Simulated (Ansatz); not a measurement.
Gas-phase electronic energies from Ansatz, PBE0-D4/def2-TZVP geometries. CCSD(T)/CBS is the MP2 limit (def2-TZVPP, def2-QZVPP) plus CCSD(T) − MP2 in def2-TZVPP, frozen cores. This one scheme is used for every species. Functionals use def2-TZVPP. Each species was taken in one conformer, which may not be the lowest.

`C=NB(C)F` + H₂ → `C=NBC` + H–F  (hydrogenolysis of a B–F bond)

**Question.** Is it downhill or uphill in electronic energy at CCSD(T)/CBS, and by how much? (Estimate.)

**Answer.** Computed: Uphill: ΔE = +23.5 kcal/mol.

**Question.** What do these levels give: B97M-V, BHLYP-D4, r2SCANh, MP2/def2-TZVPP, CCSD/def2-TZVPP, CCSD/CBS(def2)? (Estimate.)

**Answer.** Computed: B97M-V 26.1, BHLYP-D4 25.7, r2SCANh 25.2, MP2/def2-TZVPP 24.5, CCSD/def2-TZVPP 24.1, CCSD/CBS(def2) 23.4 kcal/mol.

**Question.** What do rigid-rotor, harmonic-oscillator terms from PBE0-D4/def2-TZVP frequencies (298.15 K, 1 bar) make of the CCSD(T)/CBS value? (An estimate is asked.)

**Answer.** Ansatz gave: ΔZPE = +3.3 kcal/mol, ΔH = +26.2 kcal/mol, ΔS = 16 J/(mol·K), ΔG = +25.1 kcal/mol.

Largest T1 diagnostic among the species: 0.014.

Leaving LDA and LC-ωPBE aside and taking each functional with its dispersion term where it has one, the values, not all of them listed here, spread over 3.2 kcal/mol, from PBE-D4 to B97M-V. At CCSD(T), def2-SVP lies +4.1 kcal/mol from the extrapolated value and def2-TZVPP +0.7 kcal/mol.
